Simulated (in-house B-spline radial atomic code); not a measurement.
Results of a calculation; reference values are marked as such.
**Correlation energy from the adiabatic connection: −V exp(−r²/w²), V = 10.2, w = 8.36**

Two electrons in a singlet, external potential −V exp(−r²/w²), V = 10.2, w = 8.36 (atomic units). Full CI in B-splines (partial waves to l = 8, correlation up to 0.6 % small) with the density held fixed gives W(λ) = <V_ee>_λ − U, and E_c is the integral of W(λ) − W(0) from 0 to 1.

```tsv
λ	W(λ) − W(0) (hartree)
0	0.00000
0.02	-0.00200
0.05	-0.00492
0.12	-0.01145
0.25	-0.02256
0.4	-0.03393
0.6	-0.04705
0.8	-0.05826
1	-0.06792
```

(1) Integrate the table by the trapezoid rule.

(2) Now use only three numbers: W(0) = -0.52679, the initial slope W'(0) = -0.1007 (extrapolated from the first points) and the strong-coupling limit of the point-charge-plus-continuum model, W∞ = -0.71908. What do second-order theory and the interpolation W(λ) = W∞ + (W(0) − W∞)/√(1 + 2χλ) of Seidl, Perdew and Levy give?

Results:

(1) The strips give -0.00002, -0.00010, -0.00057, -0.00221, -0.00424, -0.00810, -0.01053, -0.01262, which sum to -0.03839 hartree. The direct value, W(1) − W(0) + T_c with T_c = 0.02941, is -0.03851; the curve is convex, so chords lie above it and the trapezoids fall short in size by 0.32 %.

(2) Second order keeps the slope alone: E_c = W'(0)/2 = -0.05035, +31 % in size against -0.03851. Matching the slope fixes χ = W'(0)/(W∞ − W(0)) = -0.1007/(-0.19229) = 0.52369. Integrating, with s = √(1 + 2χ) = 1.430866, E_c = −(W(0) − W∞)(s − 1)/(s + 1) = −0.19229 × 0.430866/2.430866 = -0.03408 hartree, -11.5 % in size against the full result. At λ = 1 the formula gives W − W(0) = -0.05790 against -0.06792. Part of the miss can come from the model's W∞.
